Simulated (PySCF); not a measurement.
In(Cl)(Me)(Vi), SMILES [CH](=C)[In]([Cl])[CH3] (C₃H₆ClIn), B3LYP/def2-SVP optimised geometry.

```
11

In    -0.85    -0.14     0.00
Cl    -1.72    -2.38    -0.01
C     -2.39     1.39     0.00
H     -1.96     2.38     0.22
H     -3.14     1.13     0.75
H     -2.86     1.40    -0.99
C      1.31    -0.14     0.00
C      2.04     0.98     0.03
H      1.82    -1.11    -0.02
H      3.14     0.95     0.03
H      1.60     1.98     0.06
```

Density from B3LYP/def2-TZVP, def2 effective core potentials past Kr (PySCF) at that geometry. The core electrons that the potentials of In replace are not part of the density.

Minimum of the electron density along straight lines between bonded atoms, close to the bond critical point (lines longer than 1.1 times the sum of covalent radii, or with two minima, are not listed):

```csv
bond,length / Å,ρ at the minimum / e bohr⁻³,∇²ρ there / e bohr⁻⁵,position (fraction from the first atom)
In1–Cl2,2.399,?,0.19,0.48
In1–C3,2.169,0.096,0.13,0.52
C3–H4,1.099,0.271,-0.90,0.64
C3–H5,1.099,0.270,-0.90,0.64
C3–H6,1.100,0.269,-0.89,0.64
In1–C7,2.154,0.100,?,0.51
C7–C8,1.340,?,-1.05,0.49
C7–H9,1.097,0.277,-0.95,0.65
C8–H10,1.099,0.277,-0.96,0.65
C8–H11,1.097,0.279,-0.97,0.64
```

Fill in the missing entries.


- In1–Cl2, ρ at the minimum / e bohr⁻³: 0.074
- In1–C7, ∇²ρ there / e bohr⁻⁵: 0.16
- C7–C8, ρ at the minimum / e bohr⁻³: 0.347
